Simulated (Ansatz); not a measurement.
Cost and result for the atomization energy of `C[O][Ge]([F])[SH]` radical (9 atoms, 8 bonds).

Z-matrix (Å, degrees):
```
C
O 1 1.415
H 1 1.092 2 107.2
H 1 1.095 2 111.0 3 -118.2
H 1 1.093 2 112.1 3 119.5
Ge 2 1.767 1 122.2 3 -159.4
S 6 2.230 2 102.9 1 150.2
F 6 1.754 2 105.1 1 33.6
H 7 1.344 6 92.4 2 174.8
```

The species carries charge 0 and has multiplicity 2. Correlated methods include outer-core shells of Ge, which these sets cover unevenly. Scalar relativity is left out up to krypton. All single points use the PBE0-D4/def2-TZVP geometry. It is one conformer, not always the lowest. Program: Ansatz. Hardware: A = 2 threads of an AMD EPYC 7R13 on a shared host; B = 2 threads of an AMD EPYC 7R13 on a shared host and a share of an NVIDIA H100 80 GB. Times are those of one run each, without the atoms' runs, and a repeat can differ threefold. Electronic energies, without spin–orbit coupling; frozen cores. CCSD(T)/CBS adds CCSD(T) − MP2 in def2-TZVPP to the MP2 limit, and its time is that of the two runs behind it. T1 = 0.015; ⟨S²⟩ of the reference is 0.76. With those shells the extrapolation isn't a true limit. B3LYP takes the VWN-RPA correlation (the form of Gaussian; ORCA's B3LYP/G).

CCSD(T)/CBS is a level of theory with its own doubt, some kJ/mol a heavy atom from the limit and from the frozen cores, so smaller differences don't rank the functionals.

```json
{"level": "PBE-D4/def2-TZVPP (with forces) [A]", "functions": "239", "wall time": "5.5 s", "atomization (kcal/mol)": "762.3", "difference from CCSD(T)/CBS": "21.0", "per bond": "2.6"}
{"level": "MP2/def2-QZVPP [B]", "functions": "450", "wall time": "6.5 s", "atomization (kcal/mol)": "751.4", "difference from CCSD(T)/CBS": "10.1", "per bond": "1.3"}
{"level": "PBE0-D4/def2-TZVPP [A]", "functions": "239", "wall time": "8.5 s", "atomization (kcal/mol)": "739.8", "difference from CCSD(T)/CBS": "-1.5", "per bond": "-0.2"}
{"level": "B3LYP-D4/def2-TZVPP (with forces) [A]", "functions": "239", "wall time": "10 s", "atomization (kcal/mol)": "739.1", "difference from CCSD(T)/CBS": "-2.2", "per bond": "-0.3"}
{"level": "r2SCAN-D4/def2-TZVPP (with forces) [A]", "functions": "239", "wall time": "12 s", "atomization (kcal/mol)": "748.7", "difference from CCSD(T)/CBS": "7.4", "per bond": "0.9"}
{"level": "B2PLYP/def2-TZVPP [A]", "functions": "239", "wall time": "14 s", "atomization (kcal/mol)": "732.2", "difference from CCSD(T)/CBS": "-9.1", "per bond": "-1.1"}
{"level": "CCSD(T)/def2-TZVPP [B]", "functions": "239", "wall time": "20 s", "atomization (kcal/mol)": "721.7", "difference from CCSD(T)/CBS": "-19.6", "per bond": "-2.5"}
{"level": "ωB97X-V/def2-TZVPP [A]", "functions": "239", "wall time": "20 s", "atomization (kcal/mol)": "745.2", "difference from CCSD(T)/CBS": "3.9", "per bond": "0.5"}
{"level": "ωB97M-V/def2-TZVPP (with forces) [A]", "functions": "239", "wall time": "26 s", "atomization (kcal/mol)": "742.3", "difference from CCSD(T)/CBS": "1.0", "per bond": "0.1"}
{"level": "CCSD(T)/CBS(def2)", "functions": "–", "wall time": "26 s", "atomization (kcal/mol)": "741.3", "difference from CCSD(T)/CBS": "0.0", "per bond": "0.0"}
```

From PBE to PBE0 (25 % exact exchange), in def2-TZVPP and without D4, the atomization energy moves by −21.8 kcal/mol: exact exchange takes away binding that semilocal exchange gives to molecules. In def2-TZVPP, CCSD(T) changes the Hartree–Fock value by +208.5 kcal/mol (the triples alone add +14.5 kcal/mol) and MP2 by +226.5 kcal/mol; breaking electron pairs costs correlation energy, which Hartree–Fock lacks. The D4 term adds +7.6 kcal/mol with B3LYP and +4.0 kcal/mol with PBE0; it sums over pairs of atoms, weighted by their polarisabilities, and B3LYP, whose exchange is more repulsive, gets the larger term.
